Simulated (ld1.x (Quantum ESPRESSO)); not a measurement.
Ranking TM potentials for Se (Z = 34)

All share these settings but for the change named:

Se (Z = 34), norm-conserving Troullier–Martins (Kleinman–Bylander form), made with ld1.x (Quantum ESPRESSO) 7.5 (BP86, scalar-relativistic). Core [Ar], reference 3d10 4s1 4p5. Waves: 4s (bound): rc 1.15 bohr; 3d (bound): rc 1.20 bohr; 4p (bound): rc 1.25 bohr. Local part: the p channel. Core correction: none.

Test errors are all-electron minus pseudo excitation energies from the reference, over 3d10 4s2 4p4; 3d10 4s2 4p3; 3d10 4s2 4p2; 3d9 4s2 4p5; 3d10 4s2 4p1; 3d10 4s2 4p3.5; 3d9 4s2 4p4. None of these files shows a bound ghost.

The base gives 302.7 meV.

Of 8 variants that were run, those that failed, showed a ghost or another fault, or gave nearly equal values are left out.

(1) Rank these variants by their largest absolute test error, smallest first.
A. all radii scaled by about 1.17 (s 1.34, p 1.46, d 1.40 bohr)
B. all radii scaled by about 0.83 (s 0.96, p 1.04, d 1.00 bohr)
C. all radii scaled by about 0.93 (s 1.08, p 1.16, d 1.12 bohr)
D. all radii scaled by about 1.28 (s 1.48, p 1.60, d 1.54 bohr)
E. all radii scaled by about 1.37 (s 1.58, p 1.70, d 1.64 bohr)

Results:

(1) D (82.9 meV), A (185.8 meV), C (226.5 meV), E (383.7 meV), B (1756.7 meV).
